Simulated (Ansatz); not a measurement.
Start from `[NH2][Al]([NH2])[SH]` and change one atom or group to get `C#[C][Al]([NH2])[NH2]`.

Ansatz, PBE0-D4/def2-TZVP geometries, multiplicity 1. Each molecule was computed in one conformer, which needn't be the lowest.

```
                                          property  `[NH2][Al]([NH2])[SH]`
             HOMO energy (ωB97M-V/def2-TZVPP) / eV                   -9.38
size of the dipole moment (ωB97M-V/def2-TZVPP) / D                    2.12
              HOMO–LUMO gap (PBE0/def2-TZVPP) / eV                    7.13
               LUMO energy (B3LYP/def2-TZVPP) / eV                   -0.30
    size of the dipole moment (PBE/def2-TZVPP) / D                    2.09
             LUMO energy (ωB97M-V/def2-TZVPP) / eV                    1.49
```

(1) What does the change do to each property? (Estimate.)

Answers

(1) Computed: 
```json
{"property": "HOMO energy (ωB97M-V/def2-TZVPP) / eV", "`C#[C][Al]([NH2])[NH2]`": "-9.41", "shift": "-0.03"}
{"property": "size of the dipole moment (ωB97M-V/def2-TZVPP) / D", "`C#[C][Al]([NH2])[NH2]`": "0.89", "shift": "-1.23"}
{"property": "HOMO–LUMO gap (PBE0/def2-TZVPP) / eV", "`C#[C][Al]([NH2])[NH2]`": "6.87", "shift": "-0.26"}
{"property": "LUMO energy (B3LYP/def2-TZVPP) / eV", "`C#[C][Al]([NH2])[NH2]`": "-0.36", "shift": "-0.06"}
{"property": "size of the dipole moment (PBE/def2-TZVPP) / D", "`C#[C][Al]([NH2])[NH2]`": "0.98", "shift": "-1.11"}
{"property": "LUMO energy (ωB97M-V/def2-TZVPP) / eV", "`C#[C][Al]([NH2])[NH2]`": "1.70", "shift": "0.21"}
```

With PBE0 the HOMO rises by 0.10 eV and the LUMO falls by 0.16 eV, so the gap narrows by about 0.26 eV. PBE moves the HOMO by 0.09 eV and ωB97M-V by -0.03 eV. The zero-point energy changes by 25.4 kJ/mol with +3 modes. Dipoles are sizes alone; their direction can turn.

B3LYP here is the variant with VWN-RPA as its local correlation; programs differ in this.
